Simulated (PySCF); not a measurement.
CHF, SMILES [CH]F (connectivity only; charge and spin as stated), neutral, multiplicity 1.

The structure is a stationary point at PBE-D3(BJ)/def2-TZVPD. The isomer is the one that the SMILES or the coordinates give; other isomers of the formula were not compared.

Computed with PySCF with PBE0/def2-TZVPD.

Computed frontier levels, gap, dipole moment and polarisability:
- highest occupied level = -7.39 eV
- lowest empty level = -2.92 eV
- orbital gap = 4.47 eV
- dipole moment = 1.47 D
- quadrupole, principal values (traceless, Buckingham form, about the centre of nuclear charge) = -3.70, 1.83, 1.87 D·Å
- mean static polarisability = 16.5 bohr³ (2.44 Å³)
- polarisability, principal values = 14.2, 16.5, 18.7 bohr³
